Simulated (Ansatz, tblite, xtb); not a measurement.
# GeSiH6O2 (SMILES O[SiH2][O][GeH3]): the dipole moment, rung by rung

GeSiH6O2 has 10 atoms, charge 0, and is taken as a singlet. SMILES: `O[SiH2][O][GeH3]`. The coordinates come from a PBE0-D4/def2-TZVP relaxation. This is one conformer, not always the lowest.

```xyz
10

O    -1.2320    1.2925   -1.1945
Si   -0.1701    1.3667    0.0580
O     0.0096   -0.0593    0.8222
Ge    0.6121   -1.6516    0.3047
H    -2.1617    1.1932   -0.9853
H     1.1027    1.7907   -0.5723
H    -0.6379    2.3282    1.0869
H    -0.5841   -2.4619   -0.2161
H     1.2219   -2.2930    1.5566
H     1.6646   -1.4447   -0.7971
```

Each level gives the dipole moment (D). The values are calculated.

```tsv
level	kind	program	value (D)
GFN2-xTB	semi-empirical	tblite	1.18
GFN0-xTB	semi-empirical	xtb	1.66
GFN1-xTB	semi-empirical	xtb	1.95
IPEA1-xTB	semi-empirical	tblite	1.70
HF/STO-3G	Hartree–Fock	Ansatz	0.79
HF/3-21G	Hartree–Fock	Ansatz	1.39
HF/def2-SVP	Hartree–Fock	Ansatz	1.43
BLYP/cc-pVDZ	GGA	Ansatz	1.35
B3LYP/6-31G* (spherical functions)	global hybrid	Ansatz	1.41
B3LYP/6-31G* (Cartesian functions)	global hybrid	Ansatz	1.41
```

All-electron rows without a relativistic Hamiltonian named are non-relativistic. The values span 0.79 to 1.95 D. Magnitudes only: a small dipole may point the other way at some levels. Sets without polarisation functions give poor dipoles. Without the sets that lack polarisation functions the rows with a basis span only 1.35 to 1.43 D.
